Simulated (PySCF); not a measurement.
**Br⁻ (bromine, charge -1) across methods**

[Kr], closed-shell 1S. Calculation: PySCF 2.14, in aug-cc-pVDZ-DK; the spin-free X2C one-electron Hamiltonian (Gaussian nucleus). The B2PLYP total includes its PT2 part (frozen core); its orbital energies are those of the SCF part.

```
 method  E (hartree)  mean ε 3d (eV)  mean ε 4s (eV)  mean ε 4p (eV)  Σ⟨r²⟩ (bohr²)   ⟨S²⟩
 r2SCAN    -2606.211         -59.099         -12.258          -0.101          53.48  0.000
    LDA    -2602.500         -58.163         -11.805          -0.012          54.66  0.000
   TPSS    -2606.145         -57.814         -11.808           0.081          53.93  0.000
    UHF  -2604.38988         -76.635         -19.419          -3.751          53.09  0.000
wB97M-V    -2606.012         -65.117         -16.495          -3.223          54.02  0.000
 B2PLYP    -2605.781         -67.940         -15.904          -2.001          53.68  0.000
   PBE0    -2605.938         -62.764         -13.743          -1.002          53.57  0.000
    PBE    -2605.881         -57.913         -11.604           0.130          54.59  0.000
```

Task: Estimate the same row for wB97X.

Result: E (hartree) = -2606.294; mean ε 3d (eV) = -64.686; mean ε 4s (eV) = -16.618; mean ε 4p (eV) = -3.335; Σ⟨r²⟩ (bohr²) = 53.71; ⟨S²⟩ = 0.000.

The outer electron is barely bound at this level, so radii and moments hang on the diffuse functions.

The highest occupied level is positive at TPSS, PBE: only the finite basis holds that electron, which in a density functional comes from self-interaction.
